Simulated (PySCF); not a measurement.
## `C[C@@H]1C[Si@@H]([AsH][SiH3])O1`, C3H11AsOSi2

Molfile (atoms numbered from 1):
```
C3H11AsOSi2
     RDKit          3D

 18 18  0  0  0  0  0  0  0  0999 V2000
   -2.7146   -0.5396   -0.9796 C   0  0  0  0  0  0  0  0  0  0  0  0
   -1.6251   -0.5429    0.0723 C   0  0  2  0  0  0  0  0  0  0  0  0
   -1.3740    0.8206    0.7159 C   0  0  0  0  0  0  0  0  0  0  0  0
    0.3074    0.6983   -0.1797 Si  0  0  1  0  0  4  0  0  0  0  0  0
    2.2235    0.3381    1.0456 As  0  0  0  0  0  3  0  0  0  0  0  0
    3.4429   -0.5185   -0.7393 Si  0  0  0  0  0  4  0  0  0  0  0  0
   -0.3482   -0.7870   -0.5262 O   0  0  0  0  0  0  0  0  0  0  0  0
   -2.7414   -1.4965   -1.4958 H   0  0  0  0  0  0  0  0  0  0  0  0
   -2.5130    0.2431   -1.7076 H   0  0  0  0  0  0  0  0  0  0  0  0
   -3.6809   -0.3588   -0.5143 H   0  0  0  0  0  0  0  0  0  0  0  0
   -1.8066   -1.3409    0.8000 H   0  0  0  0  0  0  0  0  0  0  0  0
   -1.3591    0.7811    1.8019 H   0  0  0  0  0  0  0  0  0  0  0  0
   -2.0798    1.5810    0.3987 H   0  0  0  0  0  0  0  0  0  0  0  0
    0.3166    1.5570   -1.3831 H   0  0  0  0  0  0  0  0  0  0  0  0
    2.7108    1.7455    0.8080 H   0  0  0  0  0  0  0  0  0  0  0  0
    4.8605   -0.6284   -0.3560 H   0  0  0  0  0  0  0  0  0  0  0  0
    2.9817   -1.8638   -1.0905 H   0  0  0  0  0  0  0  0  0  0  0  0
    3.3906    0.3180   -1.9467 H   0  0  0  0  0  0  0  0  0  0  0  0
  1  2  1  0
  2  3  1  0
  3  4  1  0
  4  5  1  0
  5  6  1  0
  4  7  1  0
  7  2  1  0
  1  8  1  0
  1  9  1  0
  1 10  1  0
  2 11  1  1
  3 12  1  0
  3 13  1  0
  4 14  1  6
  5 15  1  0
  6 16  1  0
  6 17  1  0
  6 18  1  0
M  END
```

Computed with TDDFT BHandHLYP/def2-SVPD circular dichroism and optical rotation, one conformer, gas phase (PySCF 2.14.0). Geometry: GFN2-xTB.

The molecule is flexible and this is one conformer; a measurement averages over conformers. The calculation is non-relativistic, which matters for the atoms heavier than Zn. Singlets 5 and 6 lie within 0.01 eV of each other, so their separate moments and overlaps can depend on how they mix.

Question: Draw the ECD and absorption spectra from the lowest 16 states, each a Gaussian of half-width 0.2 eV at 1/e height.

Answer: 
| E (eV) | λ (nm) | Δε (L mol⁻¹ cm⁻¹) | ε (L mol⁻¹ cm⁻¹) |
| --- | --- | --- | --- |
| 5.39 | 230 | 0.00 | 1.91 |
| 5.54 | 224 | -0.06 | 46.2 |
| 5.69 | 218 | -0.50 | 364 |
| 5.84 | 212 | -1.27 | 929 |
| 5.99 | 207 | -1.01 | 776 |
| 6.14 | 202 | -0.23 | 381 |
| 6.29 | 197 | -8.67 | 1870 |
| 6.44 | 193 | -59.87 | 7200 |
| 6.59 | 188 | -114.03 | 13200 |
| 6.74 | 184 | -50.22 | 24000 |
| 6.89 | 180 | +94.10 | 35300 |
| 7.04 | 176 | +106.57 | 22300 |
| 7.19 | 172 | +46.16 | 6520 |
| 7.34 | 169 | +22.18 | 6050 |
| 7.49 | 166 | +31.44 | 14300 |
| 7.64 | 162 | +37.86 | 14200 |
| 7.79 | 159 | +12.19 | 5780 |
| 7.94 | 156 | -8.98 | 5940 |

Δε uses R in velocity form, ε uses f in length form. Only the states computed contribute, so the short-wavelength end is incomplete.
